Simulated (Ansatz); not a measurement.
Molecule: C4H9Cl3Si (charge 0, singlet). 
Structure (B3LYP-D3(BJ)/def2-TZVP (Ansatz, a quantum-chemistry and plane-wave program) minimum search):
SMILES: CCCC[Si](Cl)(Cl)Cl
```xyz
17

C      4.4593    -0.1609     0.6825
C      3.2496     0.7621     0.5736
C      1.9507     0.0038     0.3050
C      0.7360     0.9323     0.1958
Si    -0.8695     0.0693    -0.1298
Cl    -2.4030     1.4260    -0.2517
Cl    -1.3007    -1.2575     1.3756
Cl    -0.7898    -0.9740    -1.8955
H      4.3335    -0.8790     1.4962
H      5.3737     0.4029     0.8742
H      4.6046    -0.7285    -0.2396
H      3.4114     1.4906    -0.2273
H      3.1422     1.3412     1.4963
H      1.7855    -0.7236     1.1048
H      2.0545    -0.5743    -0.6176
H      0.6073     1.5099     1.1167
H      0.8770     1.6596    -0.6101
```
Charge 0, spin multiplicity 1.

Total electronic energies in hartree. Correlated levels leave the core frozen unless marked. No spin-orbit coupling. No relativistic terms. CBS marks a two-point X^-3 extrapolation of the correlation energy; Hartree-Fock from the larger set. [CCSD(T)-MP2]/basis is that difference in the basis named.

```
level                                                                             program  energy (Eh)
-------------------------------------------------------------------------  --------------  -----------
HF/6-31G                                                                           Ansatz  -1824.04452
HF/cc-pV(T+d)Z                                                                     Ansatz  -1824.46517
SVWN5/def2-TZVPD                                                                   Ansatz  -1821.15137
PBE/def2-TZVPD                                                                     Ansatz  -1827.29004
BLYP-D4/def2-TZVPD                                                         Ansatz + dftd4          [?]
PBE0/def2-TZVPD                                                                    Ansatz  -1827.46266
r2SCAN0/def2-TZVPD                                                                 Ansatz  -1827.99540
HSE06-D4/def2-TZVPD                                                        Ansatz + dftd4  -1827.43894
CAM-B3LYP/def2-TZVPD                                                               Ansatz  -1828.18229
LC-wPBE-D4/def2-TZVPD                                                      Ansatz + dftd4  -1827.69121
wB97M-V/def2-TZVPD                                                                 Ansatz          [?]
B2GP-PLYP-D3(BJ)/def2-TZVPD                                                Ansatz + dftd3  -1827.36780
B2GP-PLYP-D4/def2-TZVPD                                                    Ansatz + dftd4  -1827.36152
B2PLYP-D4/def2-TZVPD                                                       Ansatz + dftd4  -1827.57542
MP2/6-31G                                                                          Ansatz  -1824.57948
MP2/cc-pVTZ                                                                        Ansatz  -1825.83819
RI-MP2/aug-cc-pV(T+d)Z                                                             Ansatz  -1825.87788
RI-MP2/cc-pV(Q+d)Z                                                                 Ansatz  -1825.98226
CCSD/cc-pV(D+d)Z                                                                   Ansatz  -1825.53055
CCSD(T)/cc-pwCVTZ                                                                  Ansatz  -1826.02144
CCSD(T) with core electrons (1s frozen past Ne)/cc-pwCVTZ                          Ansatz  -1827.29491
RI-MP2/CBS(cc-pV(T+d)Z,cc-pV(Q+d)Z)+[CCSD(T)-MP2]/cc-pV(D+d)Z                      Ansatz   -1826.1922
RI-MP2/CBS(aug-cc-pV(T+d)Z,aug-cc-pV(Q+d)Z)+[CCSD(T)-MP2]/aug-cc-pV(T+d)Z          Ansatz   -1826.2211
```

Question: Complete the blanks.

Answer: 
- BLYP-D4/def2-TZVPD, energy (Eh): -1828.15254
- wB97M-V/def2-TZVPD, energy (Eh): -1828.06024
